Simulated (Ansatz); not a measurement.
Job for Ansatz (a first-principles code): R-PBE/def2-TZVPPD on AlAsH6 (a complex), monomers drawn apart or pushed together. Files ending in .json are basis or fitting sets from the Basis Set Exchange.

Ansatz 0.2 input:
```yaml
crystal:
  periodic: [false, false, false]
  atoms:
    - {symbol: Al, position_ang: [0.28219905, 0.62545735, 0.56096258]}
    - {symbol: H, position_ang: [-0.54047815, -0.29260812, -0.44148129]}
    - {symbol: H, position_ang: [-0.24747156, 2.09128831, 0.86980076]}
    - {symbol: H, position_ang: [1.81159463, 0.28935591, 0.83026113]}
    - {symbol: As, position_ang: [-1.39898946, -1.38171458, 4.58885008]}
    - {symbol: H, position_ang: [-0.93388475, -0.88173212, 5.93668585]}
    - {symbol: H, position_ang: [-1.17987396, -2.85319106, 4.85293518]}
    - {symbol: H, position_ang: [-2.88029687, -1.36015760, 4.88588527]}
basis:
  gaussian:
    orbitals: def2-TZVPPD.json
hamiltonian:
  xc: {name: PBE}
scf: {lower_state_search: off}
```

The head of its log:

```
WARN ansatz: RAYON_NUM_THREADS=2 ignored (pool sized by the plan → 2); use --threads N
Functional definition: PBE
these checks for a lower state are left out or cut short: stability, starts, cluster_reference, orbital_swaps, neighbouring_geometries, increment
integrals: 0.10 GiB planned
1062 factors; their error is unknown
mean field: 0.71 GiB planned
mean field evaluation 1: about -67519.7525 eV, gradient 2.4e1 eV
mean field evaluation 2: about -67520.8600 eV, gradient 1.6e1 eV
```

Task: Predict the final total energy.

Result: -2481.3669 hartree.
